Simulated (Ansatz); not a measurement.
Reaction (formal exchange of groups at a B–B bond): `BBN` + `C1N[SiH2]1` → `NBC1N[SiH2]1` + BH₃

Gas-phase electronic energies from Ansatz, PBE0-D4/def2-TZVP geometries. CCSD(T)/CBS adds triple-zeta CCSD(T) − MP2 to the extrapolated MP2 energy (def2 sets, frozen cores). This one scheme is used for every species. Functionals use def2-TZVPP. B3LYP here is the variant with VWN-RPA as its local correlation; programs differ in this. One conformer a species, not always the lowest.

**Question.** Is it downhill or uphill in electronic energy at CCSD(T)/CBS, and by how much? (Best estimate.)

**Answer.** Ansatz gave: Downhill: ΔE = -0.38 eV.

**Question.** What do these levels give: r2SCAN-D4, PBE0-D4, ωB97M-V, PBE, B3LYP, HF/def2-TZVPP, MP2/def2-TZVPP, CCSD/def2-TZVPP, CCSD(T)/def2-TZVPP, SCS-MP2/def2-QZVPP, HF/CBS(def2), MP2/CBS(def2)? (Best estimate.)

**Answer.** Computed: r2SCAN-D4 -0.32, PBE0-D4 -0.30, ωB97M-V -0.36, PBE -0.23, B3LYP -0.27, HF/def2-TZVPP -0.35, MP2/def2-TZVPP -0.46, CCSD/def2-TZVPP -0.36, CCSD(T)/def2-TZVPP -0.39, SCS-MP2/def2-QZVPP -0.43, HF/CBS(def2) -0.35, MP2/CBS(def2) -0.46 eV.

Largest T1 diagnostic among the species: 0.013.

From PBE to PBE0 (25 % exact exchange), in def2-TZVPP and without D4, ΔE moves by −0.04 eV. In def2-TZVPP, CCSD(T) changes the Hartree–Fock value by −0.03 eV (the triples alone add −0.02 eV) and MP2 by −0.11 eV. The D4 term adds −0.06 eV with B3LYP and −0.04 eV with PBE0; it sums over pairs of atoms, weighted by their polarisabilities, and B3LYP, whose exchange is more repulsive, gets the larger term.
